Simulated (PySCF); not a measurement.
**How methods differ on the excitation energy of Al²⁺**

Al²⁺ [Ne] 3s1 (2S) → Al²⁺ [Ne] 3p1 (2P), as a difference of total energies. Calculation: PySCF 2.14, in x2c-QZVPPall with one added diffuse shell each of s, p, d, f type (10s7p5d3f1g, 86 functions); the spin-free X2C one-electron Hamiltonian (Gaussian nucleus). Correlated levels: valence and next inner shell: 1s2 frozen. The calculations carry no spin-orbit coupling.

```tsv
method	excitation energy (cm⁻¹)
UHF	52942
MP2 (valence and next inner shell)	53978
SCS-MP2 (valence and next inner shell)	53756
CCSD (valence and next inner shell)	53980
CCSD(T) (valence and next inner shell)	54002
```
